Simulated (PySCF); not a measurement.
[VI3]- holds V(II), d3, at total charge -1. The structure is a model geometry with rigid ligands and bond lengths from ionic radii, not a minimum; coordination trigonal planar, point group D3h, metal–donor distances 2.67 Å.

Method (PySCF 2.14, density fitting): CASSCF(3,5) with orbitals averaged over all microstates of the shell, strongly contracted NEVPT2 on the averaged canonical orbitals; basis x2c-TZVPall on the metal, x2c-SVPall elsewhere; spin-free X2C; IEF-PCM water; spin-orbit coupling by state interaction with the mean-field operator over all roots.

CASSCF energies above the lowest CASSCF root:

```tsv
state	CASSCF / cm⁻¹
4A1''	0
4A2''	66
4E'	717
4A2'	1222
4E''	1540
4A2'	11636
2A1'	13553
2E''	13557
2E'	13780
2A2''	14045
2A1''	14132
2E'	14862
2A2'	15402
2E''	15744
4E''	16344
2E'	16709
2E''	16832
2A1''	18498
2A2''	18640
2E'	18840
2A2'	19085
2A1'	21479
```

How does dynamic correlation (SC-NEVPT2) move these states?


```
state  NEVPT2 / cm⁻¹  shift / cm⁻¹
4A1''              0             0
4A2''             48           -19
  4E'           1226          +509
 4A2'            914          -308
 4E''           1676          +136
 4A2'           9278         -2357
 2A1'          11997         -1556
 2E''          11948         -1609
  2E'          12145         -1636
2A2''          12554         -1491
2A1''          12619         -1513
  2E'          13734         -1128
 2A2'          13571         -1831
 2E''          13942         -1802
 4E''          14340         -2005
  2E'          14862         -1846
 2E''          13957         -2875
2A1''          17051         -1447
2A2''          17205         -1435
  2E'          15421         -3419
 2A2'          16908         -2176
 2A1'          18380         -3099
```

The geometry is a model, and the complex may not exist in this form. 4A2'' (48 cm⁻¹) lies within 300 cm⁻¹ of 4A1'' at NEVPT2 level, inside the method's error: their order is undecided.
